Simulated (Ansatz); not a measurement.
Consider the isomerisation: `CC[SiH](O)O` → `OCCO[SiH3]`.

Computed with Ansatz on PBE0-D4/def2-TZVP structures; ΔE is electronic, products minus reactants. CCSD(T)/CBS is the MP2 limit (def2-TZVPP, def2-QZVPP) plus CCSD(T) − MP2 in def2-TZVPP, frozen cores. Functionals use def2-TZVPP. B3LYP here is the variant with VWN-RPA as its local correlation; programs differ in this. One conformer a species, not always the lowest.

```tsv
level	ΔE (kJ/mol)
PBE0-D4	268.2
B3LYP-D4	265.4
ωB97X-V	262.6
CCSD/def2-TZVPP	270.5
```

What does CCSD(T)/CBS give? (Best estimate.)

Ansatz gave: +277.2 kJ/mol. The listed levels differ from it by -9.0, -11.8, -14.6, -6.7 kJ/mol.

Largest T1 diagnostic among the species: 0.011.

In def2-TZVPP, CCSD(T) changes the Hartree–Fock value by +12.9 kJ/mol (the triples alone add +0.1 kJ/mol) and MP2 by +27.4 kJ/mol. From PBE to PBE0 (25 % exact exchange), in def2-TZVPP and without D4, ΔE moves by +5.7 kJ/mol.
